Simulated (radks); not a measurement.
Results of a calculation; reference values are marked as such.
Task: The rhodium ion Rh+ is in [Kr] 4d(3/2: 4, 5/2: 4). Code: a radial shooting solver on a logarithmic mesh with Libxc functionals. Model: Dirac Kohn-Sham, BLYP, spin-unpolarised, spherical densities, finite nucleus; Fermi nuclear charge, rms radius of each element as measured or else 0.836 A^(1/3) + 0.57 fm. Sub-shells are occupied by j as written (lower j first in brackets). One electron is removed from 4p1/2, 4p3/2, 4d5/2, 4d3/2 in turn, with full relaxation. Which removal costs least, and what does each cost?

Result: 4d5/2 19.226 eV; 4d3/2 19.671 eV; 4p3/2 63.815 eV; 4p1/2 67.834 eV. The 4d5/2 electron leaves first.
